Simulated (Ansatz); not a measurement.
GaI3. Charge 0, multiplicity 1. Geometry r2SCAN-D4/def2-SVP, basis def2-TZVP, Ansatz.

```tsv
run	HOMO (eV)	LUMO (eV)
A	-6.44	-3.25
B	-6.64	-3.33
C	-6.95	-3.16
D	-9.00	-1.67
E	-10.01	-0.64
F	-10.35	-0.56
```

In the def2 sets I takes a core potential; there is no spin–orbit coupling. LC-ωPBE has ω = 0.4 bohr⁻¹.

**Question.** The runs used BLYP, CAM-B3LYP, LC-ωPBE, PBE, r2SCAN, ωB97X-V. Estimate which is which.

**Answer.** A BLYP (0 % exact exchange); B PBE (0 % exact exchange); C r2SCAN (0 % exact exchange); D CAM-B3LYP (range-separated); E ωB97X-V (range-separated); F LC-ωPBE (range-separated). Exact exchange lowers occupied and raises empty levels; among semilocal functionals meta-GGAs tend to open the gap a little, and such runs are hard to tell apart. The gap grows from 3.19 eV (BLYP) to 9.80 eV (LC-ωPBE).
